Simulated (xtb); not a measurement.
xtb input for F4Sn, SMILES [F][Sn]([F])([F])[F] (connectivity only; charge and spin as stated), charge +1, multiplicity 2, GFN2-xTB. 

```
$ xtb mol.xyz --gfn 2 --sp --chrg 1 --uhf 1 --json
$ cat mol.xyz
5

F     -1.65419978    -0.48019021     1.25064927
Sn    -0.00000000    -0.00000000    -0.00554790
F      0.47613732    -1.66828060    -1.23523833
F      1.65419980     0.48019032     1.25064921
F     -0.47613733     1.66828049    -1.23523848
```

It prints:

```
[banner left out]
          |                Calculation Setup                |
           -------------------------------------------------



           -------------------------------------------------
          |                 G F N 2 - x T B                 |
           -------------------------------------------------

        Reference                      10.1021/acs.jctc.8b01176
      * Hamiltonian:
        H0-scaling (s, p, d)           1.850000    2.230000    2.230000
        zeta-weighting                 0.500000
      * Dispersion:
        s8                             2.700000
        a1                             0.520000
        a2                             5.000000
        s9                             5.000000
      * Repulsion:
        kExp                           1.500000    1.000000
        rExp                           1.000000
      * Coulomb:
        alpha                          2.000000
        third order                    shell-resolved
        anisotropic                    true
        a3                             3.000000
        a5                             4.000000
        cn-shift                       1.200000
        cn-exp                         4.000000
        max-rad                        5.000000


          ...................................................
          :                      SETUP                      :
          :.................................................:
          :  # basis functions                  26          :
          :  # atomic orbitals                  25          :
          :  # shells                           11          :
          :  # electrons                        31          :
          :  max. iterations                   250          :
          :  Hamiltonian                  GFN2-xTB          :
          :  restarted?                      false          :
          :  GBSA solvation                  false          :
          :  PC potential                    false          :
          :  electronic temp.          300.0000000     K    :
          :  accuracy                    1.0000000          :
          :  -> integral cutoff          0.2500000E+02      :
          :  -> integral neglect         0.1000000E-07      :
          :  -> SCF convergence          0.1000000E-05 Eh   :
          :  -> wf. convergence          0.1000000E-03 e    :
          :  Broyden damping             0.4000000          :
          :  net charge                          1          :
          :  unpaired electrons                  1          :
          ...................................................

 iter      E             dE          RMSdq      gap      omega  full diag
   1     -7.1337799 -0.713378E+01  0.266E+01    1.26       0.0  T
   2    -15.0342573 -0.790048E+01  0.205E+01   30.19       1.0  T
   3    -17.1659083 -0.213165E+01  0.137E+01    6.26       1.0  T
   4    -19.9279553 -0.276205E+01  0.897E+00    1.53       1.0  T
   5    -20.3700994 -0.442144E+00  0.441E+00    1.46       1.0  T
   6    -20.3282980  0.418014E-01  0.489E+00    1.59       1.0  T
   7    -20.2955222  0.327758E-01  0.530E+00    1.35       1.0  T
   8    -20.2946215  0.900732E-03  0.488E+00    1.34       1.0  T
   9    -20.2464111  0.482104E-01  0.448E+00    1.28       1.0  T
  10    -20.2991280 -0.527169E-01  0.415E+00    1.35       1.0  T
  11    -20.3264966 -0.273686E-01  0.341E+00    1.39       1.0  T
  12    -20.2919909  0.345056E-01  0.376E+00    1.39       1.0  T
  13    -20.3438186 -0.518276E-01  0.300E+00    1.40       1.0  T
  14    -20.3636045 -0.197859E-01  0.243E+00    1.42       1.0  T
  15    -20.3993163 -0.357118E-01  0.111E+00    1.46       1.0  T
  16    -20.3995900 -0.273654E-03  0.105E+00    1.46       1.0  T
  17    -20.4023200 -0.273003E-02  0.887E-01    1.46       1.0  T
  18    -20.4072842 -0.496415E-02  0.451E-01    1.48       1.0  T
  19    -20.4090917 -0.180752E-02  0.749E-02    1.49       1.0  T
  20    -20.4090803  0.113770E-04  0.771E-02    1.49       1.0  T
  21    -20.4090321  0.481946E-04  0.929E-02    1.49       1.0  T
  22    -20.4090513 -0.191611E-04  0.784E-02    1.49       1.0  T
  23    -20.4091063 -0.550461E-04  0.400E-02    1.49       1.1  T
  24    -20.4091141 -0.781654E-05  0.242E-02    1.49       1.8  T
  25    -20.4091174 -0.328469E-05  0.145E-02    1.49       3.1  T
  26    -20.4091177 -0.322984E-06  0.124E-02    1.49       3.6  T
  27    -20.4091178 -0.113936E-07  0.947E-03    1.49       4.7  T
  28    -20.4091177  0.858663E-07  0.769E-03    1.49       5.8  T
  29    -20.4091179 -0.250838E-06  0.579E-03    1.49       7.7  T
  30    -20.4091181 -0.189996E-06  0.261E-03    1.49      17.1  T
  31    -20.4091181 -0.395005E-07  0.143E-03    1.49      31.3  T
  32    -20.4091182 -0.189017E-07  0.454E-04    1.49      98.6  T
  33    -20.4091182  0.975469E-10  0.436E-04    1.49     102.7  T

   *** convergence criteria satisfied after 33 iterations ***

         #    Occupation            Energy/Eh            Energy/eV
      -------------------------------------------------------------
         1        2.0000           -1.2137573             -33.0280
       ...           ...                  ...                  ...
        10        1.9999           -0.8097871             -22.0354
        11        1.9372           -0.8036789             -21.8692
        12        1.9371           -0.8036770             -21.8692
        13        1.9324           -0.8036041             -21.8672
        14        1.7340           -0.8020754             -21.8256
        15        1.7337           -0.8020740             -21.8255
        16        1.7259           -0.8020362             -21.8245 (HOMO)
        17                         -0.7472132             -20.3327 (LUMO)
        18                         -0.4459982             -12.1362
        19                         -0.4443809             -12.0922
        20                         -0.4441570             -12.0861
        21                         -0.4310447             -11.7293
       ...                                ...                  ...
        25                         -0.0723412              -1.9685
      -------------------------------------------------------------
                  HL-Gap            0.0548230 Eh            1.4918 eV
             Fermi-level           -0.7876065 Eh          -21.4319 eV

 SCC (total)                   0 d,  0 h,  0 min,  0.005 sec
 SCC setup                      ...        0 min,  0.000 sec (  1.654%)
 Dispersion                     ...        0 min,  0.000 sec (  0.451%)
 classical contributions        ...        0 min,  0.000 sec (  0.425%)
 integral evaluation            ...        0 min,  0.001 sec ( 12.062%)
 iterations                     ...        0 min,  0.003 sec ( 70.205%)
 molecular gradient             ...        0 min,  0.001 sec ( 14.059%)
 printout                       ...        0 min,  0.000 sec (  1.010%)

         :::::::::::::::::::::::::::::::::::::::::::::::::::::
         ::                     SUMMARY                     ::
         :::::::::::::::::::::::::::::::::::::::::::::::::::::
         :: total energy             -20.408277423776 Eh    ::
         :: gradient norm              0.000164948580 Eh/a0 ::
         :: HOMO-LUMO gap              1.491810510779 eV    ::
         ::.................................................::
         :: SCC energy               -20.409116690923 Eh    ::
         :: -> isotropic ES            0.073827144033 Eh    ::
         :: -> anisotropic ES          0.004224903383 Eh    ::
         :: -> anisotropic XC         -0.001415289709 Eh    ::
         :: -> dispersion             -0.001903160663 Eh    ::
         :: repulsion energy           0.000839267147 Eh    ::
         :: add. restraining           0.000000000000 Eh    ::
         :: total charge               1.000000000021 e     ::
         :::::::::::::::::::::::::::::::::::::::::::::::::::::

           -------------------------------------------------
          |                Property Printout                |
           -------------------------------------------------

    * Orbital Energies and Occupations

         #    Occupation            Energy/Eh            Energy/eV
      -------------------------------------------------------------
         1        2.0000           -1.2137573             -33.0280
       ...           ...                  ...                  ...
         4        2.0000           -1.0962522             -29.8305
         5        2.0000           -1.0393711             -28.2827
         6        2.0000           -0.8163330             -22.2136
         7        2.0000           -0.8162442             -22.2111
         8        2.0000           -0.8160509             -22.2059
         9        1.9999           -0.8099526             -22.0399
        10        1.9999           -0.8097871             -22.0354
        11        1.9372           -0.8036789             -21.8692
        12        1.9371           -0.8036770             -21.8692
        13        1.9324           -0.8036041             -21.8672
        14        1.7340           -0.8020754             -21.8256
        15        1.7337           -0.8020740             -21.8255
        16        1.7259           -0.8020362             -21.8245 (HOMO)
        17                         -0.7472132             -20.3327 (LUMO)
        18                         -0.4459982             -12.1362
        19                         -0.4443809             -12.0922
        20                         -0.4441570             -12.0861
        21                         -0.4310447             -11.7293
        22                         -0.4300663             -11.7027
        23                         -0.0759371              -2.0664
        24                         -0.0740750              -2.0157
        25                         -0.0723412              -1.9685
      -------------------------------------------------------------
                  HL-Gap            0.0548230 Eh            1.4918 eV
             Fermi-level           -0.7876065 Eh          -21.4319 eV

     #   Z          covCN         q      C6AA      α(0)
     1   9 F        0.680     0.054     8.933     3.528
     2  50 Sn       2.723     0.785   353.063    37.170
     3   9 F        0.681     0.054     8.934     3.529
     4   9 F        0.680     0.054     8.933     3.528
     5   9 F        0.681     0.054     8.934     3.529

 Mol. C6AA /au·bohr⁶  :        902.248713
 Mol. C8AA /au·bohr⁸  :      65585.913124
 Mol. α(0) /au        :         51.284426


Wiberg/Mayer (AO) data.
largest (>0.10) Wiberg bond orders for each atom

 ---------------------------------------------------------------------------
     #   Z sym  total        # sym  WBO       # sym  WBO       # sym  WBO
 ---------------------------------------------------------------------------
     1   9 F    1.266 --     2 Sn   0.641     3 F    0.209     5 F    0.208
                             4 F    0.207
     2  50 Sn   2.575 --     3 F    0.646     5 F    0.646     4 F    0.641
                             1 F    0.641
     3   9 F    1.277 --     2 Sn   0.646     5 F    0.214     1 F    0.209
                             4 F    0.208
     4   9 F    1.266 --     2 Sn   0.641     5 F    0.209     3 F    0.208
                             1 F    0.207
     5   9 F    1.277 --     2 Sn   0.646     3 F    0.214     4 F    0.209
                             1 F    0.208
 ---------------------------------------------------------------------------

Topologies differ in total number of bonds
Writing topology from bond orders to xtbtopo.mol

molecular dipole:
                 x           y           z       tot (Debye)
 q only:        0.000       0.000      -0.004
   full:        0.000       0.000      -0.016       0.039
Note: The following floating-point exceptions are signalling: IEEE_UNDERFLOW_FLAG IEEE_DENORMAL
normal termination of xtb
molecular quadrupole (traceless):
                xx          xy          yy          xz          yz          zz
 q only:       -0.031       0.002      -0.008       0.000       0.000       0.039
  q+dip:       -0.010       0.008      -0.017       0.000       0.000       0.027
   full:        0.102       0.016      -0.014       0.000       0.000      -0.088


           -------------------------------------------------
          | TOTAL ENERGY              -20.408277423776 Eh   |
          | GRADIENT NORM               0.000164948580 Eh/α |
          | HOMO-LUMO GAP               1.491810510779 eV   |
           -------------------------------------------------

------------------------------------------------------------------------
------------------------------------------------------------------------
 total:
 SCF:
```

Self-consistency was reached.
